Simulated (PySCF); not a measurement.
Computed with PBE-D3(BJ)/def2-TZVP // PBE0-D4/def2-TZVP in PySCF. Isolated molecules, 0 K electronic values unless said otherwise. One relaxed conformer stands for a flexible species; it need not be the lowest. Excitations are Tamm–Dancoff values on a coarser integration grid. The basis has no diffuse functions, so Rydberg states are missing or too high.

Reference species (SMILES): `O[SiH3]` (neutral, multiplicity 1).

The S1 excitation (TDA) is 6.50 eV and the LUMO is -0.83 eV.

Changed species: `N#C[SiH2]O` (X = cyano; the reference has X = H).

**Question.** What does the change do to the S1 excitation (TDA) and LUMO?

**Answer.** the S1 excitation (TDA) drops by 0.37 eV, to 6.13 eV; the LUMO decreases by 1.27 eV, to -2.10 eV.
